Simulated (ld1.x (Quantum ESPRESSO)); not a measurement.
## Reading a pseudo-wave (Zr (Z = 40))

Columns: radius, all-electron u(r) and pseudo u(r) of the 4p shell (level -32.84 eV) of zirconium in the configuration [Ar] 3d10 4s2 4p6 4d2 5s1.5 5p0.5; PBE, non-relativistic, TM scheme, ld1.x (Quantum ESPRESSO) 7.5.

```
r (bohr)  all-electron  pseudo
   0.140        0.1621  0.0248
   0.280       -0.4288  0.0983
   0.420       -0.4107  0.2171
   0.560       -0.0317  0.3741
   0.700        0.3802  0.5545
   0.840        0.6909  0.7324
   0.980        0.8772  0.8737
   1.120        0.9564  0.9503
   1.260        0.9571  0.9557
   1.400        0.9073  0.9073
   1.540        0.8289  0.8289
   1.680        0.7379  0.7379
   1.820        0.6445  0.6445
   1.960        0.5550  0.5550
   2.100        0.4728  0.4728
   2.240        0.3994  0.3994
   2.380        0.3352  0.3352
   2.520        0.2799  0.2799
   2.660        0.2328  0.2328
   2.800        0.1930  0.1930
   2.940        0.1595  0.1595
   3.080        0.1315  0.1315
   3.220        0.1083  0.1083
   3.360        0.0890  0.0890
   3.500        0.0730  0.0730
   3.640        0.0598  0.0598
```

(1) How many radial nodes do the two functions have?

(2) At about which radius was the pseudo-wave matched?

(3) Is the pseudo-wave norm-conserving?

## Answers

(1) The all-electron 4p function has n − l − 1 = 2; the pseudo-wave has 0, since the states of the same l below it are removed with the core.

(2) 1.50 bohr, where the columns begin to agree (steps of 0.14 bohr).

(3) Yes: the TM scheme keeps the norm inside the radius equal to the all-electron one, which fixes the energy derivative of the logarithmic derivative at the level.
